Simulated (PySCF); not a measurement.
C3H3BrF2, SMILES FC(F)/C=C\Br.

Coordinates come from a B3LYP-D3(BJ)/def2-SVP optimisation. The structure was generated by enumeration; whether it is a known compound was not checked. Other conformers were not sampled.

Calculation: PySCF with r2SCAN/def2-TZVP.

Symmetry labels are those of the subgroup Cs that the program uses (full group Cs).

Computed valence orbital energies around the gap with their symmetry:
| orbital | symmetry | energy (eV) |
|---|---|---|
| HOMO−7 | A" | -10.64 |
| HOMO−6 | A' | -10.60 |
| HOMO−5 | A' | -10.16 |
| HOMO−4 | A" | -10.06 |
| HOMO−3 | A" | -9.20 |
| HOMO−2 | A' | -8.72 |
| HOMO−1 | A' | -7.68 |
| HOMO | A" | -7.02 |
| LUMO | A" | -1.87 |
| LUMO+1 | A' | -1.02 |
| LUMO+2 | A' | 1.27 |
| LUMO+3 | A' | 1.94 |
